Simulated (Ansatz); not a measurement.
Cu3Br4⁻, relaxed as a singlet with RKS PBE-D4/def2-SVPD in Ansatz, starting from the GFN1-xTB geometry. Force threshold 0.02 eV/Å.

The structure comes from a short search, and lower isomers may exist.

Start:

```xyz
7

Cu    0.051   -1.430    0.310
Cu   -0.003    0.477   -1.383
Cu   -0.046    1.004    1.129
Br    0.052    2.767   -0.412
Br   -2.031   -0.914   -0.965
Br    1.836   -1.175   -1.375
Br    0.141   -0.729    2.697
```

| step | energy (eV) | largest force component (eV/Å) | SCF passes |
| --- | --- | --- | --- |
| 1 | -414006.4004 | 0.269 | 19 |
| 2 | -414006.4168 | 0.150 | 23 |
| 3 | -414006.4264 | 0.045 | 22 |
| 4 | -414006.4289 | 0.008 | 21 |
| 5 | -414006.4291 | 0.005 | 23 |

Force components are those of the run's own axes.

End:

```xyz
7

Cu   -0.0250   -1.3752    0.3145
Cu   -0.0745    0.4713   -1.3278
Cu    0.1077    1.0122    1.1348
Br    0.0621    2.7526   -0.4345
Br   -2.0572   -0.9958   -1.0581
Br    1.8328   -1.1159   -1.3093
Br    0.1540   -0.7492    2.6804
```

By distances, no bond broke or formed. The bond that changes most is Cu1–Br7, from 2.49 to 2.45 Å (atoms count from 1).

The force fell under the threshold at step 4, but the optimiser went on. No frequencies were taken in this run, so the end may be a saddle point.

Run time 33 s (4 threads of Arm Neoverse V1 on a shared host), peak host memory 0.72 GiB.
